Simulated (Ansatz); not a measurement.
`[SiH3]N[SiH]1CO1` + `[AsH3]` → `[AsH2][SiH]1CO1` + `N[SiH3]`  (ligand exchange at the Si–N bond)

Calculated with Ansatz (gas phase, PBE0-D4/def2-TZVP geometries, no zero-point term in ΔE). CCSD(T)/CBS is the MP2 limit (def2-TZVPP, def2-QZVPP) plus CCSD(T) − MP2 in def2-TZVPP, frozen cores. This one scheme is used for every species. DFT in def2-TZVPP. For As outer-core shells are correlated without core-valence functions, which leaves a few kJ/mol of doubt a bond. Scalar relativity is left out up to krypton. Each species was taken in one conformer, which may not be the lowest.

| species | PBE0-D4 energy (Eh) |
| --- | --- |
| `[SiH3]N[SiH]1CO1` | -750.97239 |
| `[AsH3]` | -2237.38663 |
| `[AsH2][SiH]1CO1` | -2641.23218 |
| `N[SiH3]` | -347.11159 |

Question: Work out ΔE.

Answer: ΔE = (-2641.23218) + (-347.11159) − (-750.97239) − (-2237.38663) = 0.01525 Eh = +40.0 kJ/mol. CCSD(T)/CBS gives +50.0 kJ/mol.

Largest T1 diagnostic among the species: 0.013.

In def2-TZVPP, CCSD(T) changes the Hartree–Fock value by −13.2 kJ/mol (the triples alone add −2.5 kJ/mol) and MP2 by −14.4 kJ/mol. From PBE to PBE0 (25 % exact exchange), in def2-TZVPP and without D4, ΔE moves by +6.3 kJ/mol.
